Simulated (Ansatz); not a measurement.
Problem. Name a neutral molecule of Al, B, C, O, S and H with LUMO energy (PBE/def2-TZVPP) between -1.75 and -1.45 eV and HOMO–LUMO gap (PBE/def2-TZVPP) between 4.60 and 4.90 eV (Ansatz, PBE0-D4/def2-TZVP geometry).

Solution. `[CH3][Al]([CH3])[S]B(O)O` (-1.60 eV, 4.86 eV). Other molecules can fit too; these were computed, each in one conformer that needn't be the lowest.
